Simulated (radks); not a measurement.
The numbers below are computed, except where a source is named.
Valence configurations of the carbon ion C+ (all share [He]). Code: a radial shooting solver on a logarithmic mesh with Libxc functionals. Model: scalar-relativistic Kohn-Sham, r2SCAN, spin-polarised, spherical densities, finite nucleus; open shells are filled with parallel spins first; meta-GGA in the generalised Kohn-Sham scheme; Fermi nuclear charge, rms radius 2.4702 fm. Energies are relative to 2s2 2p1; eigenvalues in eV for spin up.

\begin{tabular}{lrrrr}
valence & E (eV) & moment (Bohr magnetons) & e(2p) & e(2s) \\ \hline
2s2 2p1 & 0.000 & 1 & -17.764 & -27.404 \\
2s1 2p2 & 4.188 & 3 & -19.023 & -28.734 \\
2p3 & 13.802 & 3 & -19.127 & - \\
2s1.5 2p1.5 & 2.916 & 2 & -18.577 & -28.300 \\
2s0.5 2p2.5 & 9.019 & 3 & -19.085 & -28.698 \\
\end{tabular}

NIST lists [He] 2s2 2p1 as the ground configuration; this level of theory agrees among the configurations tried. The energies are those of spherical high-spin densities, not of single terms.
